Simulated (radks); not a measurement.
Problem. These are the eigenvalues of the occupied orbitals of an atom or ion with whole-number occupations (hartree). Calculated with a radial shooting solver on a logarithmic mesh with Libxc functionals: non-relativistic Kohn-Sham, exchange-only LDA, spin-polarised, spherical densities, point nucleus.

1s up: -480.4990
1s down: -480.4936
2s up: -62.04398
2s down: -62.04066
2p up: -56.01139
2p down: -56.00652
3s up: -8.75268
3s down: -8.74498
3p up: -6.64315
3p down: -6.63437
3d up: -2.86830
3d down: -2.85679
4s up: -1.07578
4s down: -0.99910
4p up: -0.63137
4p down: -0.55634

Which element is it, and in what charge state? The configuration may be excited. Open shells, if any, are filled with parallel spins first.

Solution. Z = 35, bromine, charge +1: Br+ in [Ar] 3d10 4s2 4p4. The list shows which subshells hold electrons but not how many an open one holds; the 1s level, -480.5 hartree, gives Z - s = 31.0 by -(Z - s)^2/2, which with screening narrows Z to a few neighbours, and the depths of the outer levels then fix element, charge and occupations together.
